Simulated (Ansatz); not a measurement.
```yaml
crystal:
  periodic: [false, false, false]
  atoms:
    - {symbol: O, position_ang: [0.635556, 0.702471, 1.425016]}
    - {symbol: Hf, position_ang: [-0.198334, -0.295772, 0.053939]}
    - {symbol: O, position_ang: [0.149357, 0.467976, -1.639478]}
    - {symbol: I, position_ang: [0.793295, -2.837809, 0.091208]}
    - {symbol: I, position_ang: [-2.893509, -0.294010, 0.481340]}
    - {symbol: H, position_ang: [1.106317, 1.297093, 2.000771]}
    - {symbol: H, position_ang: [0.407307, 0.960051, -2.412797]}
basis:
  gaussian: {orbitals: def2-TZVPP, fitting: {mean_field: cc-pVTZ-jkfit}, nuclear_model: gaussian}
magnetization: {spin_polarized: true, initial_magnetization: 0}
hamiltonian: {xc: {name: HF}}
correlation: {method: mp2}
output: {forces: true}
```

```sh
$ ansatz run in.yaml --threads 4 --pin off --events-out ev --progress --plain --max-ram 11315MiB
```

It prints (some lines left out):

```
Functional definition: HF
  name "HF"
  cite "Fock, Z. Phys. 61, 126 (1930) doi:10.1007/BF01340294"
  parent pbe
  exchange = exact_x
  correlation = 0
Error: <dir> the basis set cc-pVTZ-JKFIT has no functions for Hf
```
